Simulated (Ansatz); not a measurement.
Reaction (hydrogenolysis of the Si–S bond): `S[SiH]1C[SiH2]N1` + H₂ → `C1[SiH2]N[SiH2]1` + H₂S

Calculated with Ansatz (gas phase, PBE0-D4/def2-TZVP geometries, no zero-point term in ΔE). CCSD(T)/CBS adds triple-zeta CCSD(T) − MP2 to the extrapolated MP2 energy (def2 sets, frozen cores). This one scheme is used for every species. DFT in def2-TZVPP. B3LYP here is the variant with VWN-RPA as its local correlation; programs differ in this. HSE06 is defined as in plane-wave codes. Each species was taken in one conformer, which may not be the lowest.

```json
{"level": "LDA (SPW92)", "ΔE (kcal/mol)": "14.2", "difference from CCSD(T)/CBS": "0.6"}
{"level": "PBE-D4", "ΔE (kcal/mol)": "15.1", "difference from CCSD(T)/CBS": "1.5"}
{"level": "revPBE-D4", "ΔE (kcal/mol)": "16.0", "difference from CCSD(T)/CBS": "2.4"}
{"level": "BLYP-D4", "ΔE (kcal/mol)": "14.2", "difference from CCSD(T)/CBS": "0.6"}
{"level": "r2SCAN-D4", "ΔE (kcal/mol)": "14.9", "difference from CCSD(T)/CBS": "1.3"}
{"level": "B97M-V", "ΔE (kcal/mol)": "13.1", "difference from CCSD(T)/CBS": "-0.5"}
{"level": "PBE0-D4", "ΔE (kcal/mol)": "14.1", "difference from CCSD(T)/CBS": "0.5"}
{"level": "r2SCANh-D4", "ΔE (kcal/mol)": "14.6", "difference from CCSD(T)/CBS": "1.0"}
{"level": "r2SCAN0-D4", "ΔE (kcal/mol)": "14.1", "difference from CCSD(T)/CBS": "0.5"}
{"level": "HSE06-D4", "ΔE (kcal/mol)": "14.1", "difference from CCSD(T)/CBS": "0.5"}
{"level": "BHLYP-D4", "ΔE (kcal/mol)": "12.3", "difference from CCSD(T)/CBS": "-1.3"}
{"level": "CAM-B3LYP-D4", "ΔE (kcal/mol)": "11.8", "difference from CCSD(T)/CBS": "-1.8"}
{"level": "ωB97X-V", "ΔE (kcal/mol)": "12.5", "difference from CCSD(T)/CBS": "-1.1"}
{"level": "ωB97M-V", "ΔE (kcal/mol)": "13.2", "difference from CCSD(T)/CBS": "-0.4"}
{"level": "PBE-QIDH", "ΔE (kcal/mol)": "13.5", "difference from CCSD(T)/CBS": "-0.1"}
{"level": "PBE", "ΔE (kcal/mol)": "13.3", "difference from CCSD(T)/CBS": "-0.3"}
{"level": "revPBE", "ΔE (kcal/mol)": "12.6", "difference from CCSD(T)/CBS": "-1.0"}
{"level": "BLYP", "ΔE (kcal/mol)": "10.6", "difference from CCSD(T)/CBS": "-3.0"}
{"level": "r2SCAN", "ΔE (kcal/mol)": "14.4", "difference from CCSD(T)/CBS": "0.8"}
{"level": "PBE0", "ΔE (kcal/mol)": "12.5", "difference from CCSD(T)/CBS": "-1.1"}
{"level": "B3LYP", "ΔE (kcal/mol)": "10.4", "difference from CCSD(T)/CBS": "-3.2"}
{"level": "r2SCANh", "ΔE (kcal/mol)": "14.0", "difference from CCSD(T)/CBS": "0.4"}
{"level": "r2SCAN0", "ΔE (kcal/mol)": "13.5", "difference from CCSD(T)/CBS": "-0.1"}
{"level": "HSE06", "ΔE (kcal/mol)": "12.6", "difference from CCSD(T)/CBS": "-1.0"}
{"level": "BHLYP", "ΔE (kcal/mol)": "9.6", "difference from CCSD(T)/CBS": "-4.0"}
{"level": "CAM-B3LYP", "ΔE (kcal/mol)": "10.0", "difference from CCSD(T)/CBS": "-3.6"}
{"level": "LC-ωPBE", "ΔE (kcal/mol)": "11.6", "difference from CCSD(T)/CBS": "-2.0"}
{"level": "RPA@PBE/def2-TZVPP", "ΔE (kcal/mol)": "10.9", "difference from CCSD(T)/CBS": "-2.7"}
{"level": "CCSD/def2-SVP", "ΔE (kcal/mol)": "8.2", "difference from CCSD(T)/CBS": "-5.4"}
{"level": "HF/def2-TZVPP", "ΔE (kcal/mol)": "7.1", "difference from CCSD(T)/CBS": "-6.5"}
{"level": "MP2/def2-TZVPP", "ΔE (kcal/mol)": "14.9", "difference from CCSD(T)/CBS": "1.3"}
{"level": "SCS-MP2/def2-TZVPP", "ΔE (kcal/mol)": "12.7", "difference from CCSD(T)/CBS": "-0.9"}
{"level": "CCSD/def2-TZVPP", "ΔE (kcal/mol)": "11.0", "difference from CCSD(T)/CBS": "-2.6"}
{"level": "CCSD(T)/def2-TZVPP", "ΔE (kcal/mol)": "12.5", "difference from CCSD(T)/CBS": "-1.1"}
{"level": "HF/def2-QZVPP", "ΔE (kcal/mol)": "7.0", "difference from CCSD(T)/CBS": "-6.6"}
{"level": "MP2/def2-QZVPP", "ΔE (kcal/mol)": "15.5", "difference from CCSD(T)/CBS": "1.9"}
{"level": "SCS-MP2/def2-QZVPP", "ΔE (kcal/mol)": "13.3", "difference from CCSD(T)/CBS": "-0.3"}
{"level": "HF/CBS(def2)", "ΔE (kcal/mol)": "6.9", "difference from CCSD(T)/CBS": "-6.7"}
{"level": "MP2/CBS(def2)", "ΔE (kcal/mol)": "16.0", "difference from CCSD(T)/CBS": "2.4"}
{"level": "CCSD/CBS(def2)", "ΔE (kcal/mol)": "12.1", "difference from CCSD(T)/CBS": "-1.5"}
{"level": "CCSD(T)/CBS", "ΔE (kcal/mol)": "13.6", "difference from CCSD(T)/CBS": "0"}
```

Largest T1 diagnostic among the species: 0.011.

From PBE to PBE0 (25 % exact exchange), in def2-TZVPP and without D4, ΔE moves by −0.8 kcal/mol. At CCSD(T), def2-SVP lies −4.3 kcal/mol from the extrapolated value and def2-TZVPP −1.1 kcal/mol.

CCSD(T)/CBS has its own doubt, a few kJ/mol and more with outer-core shells, so smaller differences from it don't rank the levels.
